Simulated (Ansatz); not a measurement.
`[Cl][GeH2][I]` + HCl → `[Cl][GeH2][Cl]` + HI at 500 K and 1 bar (ligand exchange at a Ge–I bond).

Computed with Ansatz on PBE0-D4/def2-TZVP structures; ΔE is electronic, products minus reactants. CBS: MP2 limit from def2 TZ/QZ plus the TZ coupled-cluster correction, frozen cores. This one scheme is used for every species. def2 core potentials past Kr. For Ge, I outer-core shells are correlated without core-valence functions, which leaves a few kJ/mol of doubt a bond. Scalar relativity is left out up to krypton.

```
         species  CCSD(T)/CBS energy (Eh)  H − E (kJ/mol)  S (J/(mol·K))
 `[Cl][GeH2][I]`              -2834.60434            77.9          366.1
             HCl               -460.38127            32.5          201.9
`[Cl][GeH2][Cl]`              -2996.94498            78.7          339.3
              HI               -298.03592            28.6          221.6
```

H − E and S are ideal-gas, rigid-rotor, harmonic terms from PBE0-D4/def2-TZVP. 1 Eh = 2625.50 kJ/mol, R = 8.31446 J/(mol·K).

Question: By hand: ΔE, ΔH, ΔS and ΔG.

Answer: ΔE = (-2996.94498) + (-298.03592) − (-2834.60434) − (-460.38127) = 0.00471 Eh = 12.4 kJ/mol. Δ(H − E) = 78.7 + 28.6 − 77.9 − 32.5 = -3.1, so ΔH = 9.3 kJ/mol. ΔS = 339.3 + 221.6 − 366.1 − 201.9 = -7.1 J/(mol·K). ΔG = 9.3 − 500 × (-7.1)/1000 = 12.9 kJ/mol.

Question: By hand: the equilibrium constant, and the temperature at which ΔG would vanish if ΔH and ΔS stayed fixed.

Answer: log₁₀ K = −ΔG/(RT ln 10) = -1.3. ΔH and −TΔS have one sign here, so there is no such temperature.

TΔS isn't small against ΔH here. A doubt of 5 kJ/mol in ΔE shifts log₁₀ K by 0.5 here. These are equilibria of isolated gas molecules and say nothing of rates. Largest T1 diagnostic: 0.009 (customary marks: 0.02 for closed shells, 0.045 for open ones).
